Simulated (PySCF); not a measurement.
## Computed properties of C3H12N2Si, SMILES CN[SiH2]NCC

N-(methylaminosilyl)ethanamine (C3H12N2Si), SMILES CCN[SiH2]NC. Geometry optimised at r2SCAN-D4/def2-SVP. One conformer was computed; it need not be the lowest. All values are computed for the isolated molecule unless a solvent is named; none is compared with measurement here.

**Structure.** All 48 harmonic modes at r2SCAN-D4/def2-SVP (PySCF) are real, so it is a minimum. With heavy atoms numbered as in [CH3:1][CH2:2][NH:3][SiH2:4][NH:5][CH3:6], the shortest bond between them is N5–C6 at 1.448 Å and the longest Si4–N5 at 1.728 Å.

**Vibrations.** The strongest infrared lines (harmonic, unscaled, degenerate partners summed) lie at 1155 cm⁻¹ (251 km/mol, N 41 %, C 37 %, H 21 %), 918 cm⁻¹ (237 km/mol, H 85 %), 2152 cm⁻¹ (237 km/mol, H 96 %). The softest mode is at 40 cm⁻¹ and the zero-point energy is 96.8 kcal/mol.

**Electronic structure.** B3LYP/def2-TZVP (PySCF) places the frontier levels at -6.33 and 0.69 eV, a gap of 7.02 eV, and gives a dipole moment of 1.17 D. PBE/def2-TZVP (PySCF) at the same geometry gives -5.22 and 0.14 eV, so its gap is 1.66 eV narrower. An orbital gap is neither the optical nor the fundamental gap.

**Excitations.** TDA-PBE0/def2-SVPD (PySCF) has S1 at 6.02 eV (206 nm, f = 0.002, dark); the most intense of the 6 singlets computed lies at 6.53 eV (f = 0.06). T1 (TDA) is at 5.77 eV, 0.25 eV under S1. TDA-PBE/def2-SVPD (PySCF) puts S1 at 5.28 eV. No vertical singlet excitation falls in the visible range (under 3.1 eV).

**NMR.** GIAO shifts at KT2/pcSseg-1 (PySCF) (non-relativistic, atoms alike by connectivity averaged): ¹³C from 25.2 to 44.2 ppm against TMS; ¹H from 0.2 to 5.4 ppm against TMS; ²⁹Si at -27.5 ppm against TMS.

**Solvation.** SMD-B3LYP/6-31G* (PySCF) gives 0.5 kcal/mol in water, -3.3 kcal/mol in tetrahydrofuran, -3.8 kcal/mol in chlorobenzene (1 M in both phases, gas-phase geometry).
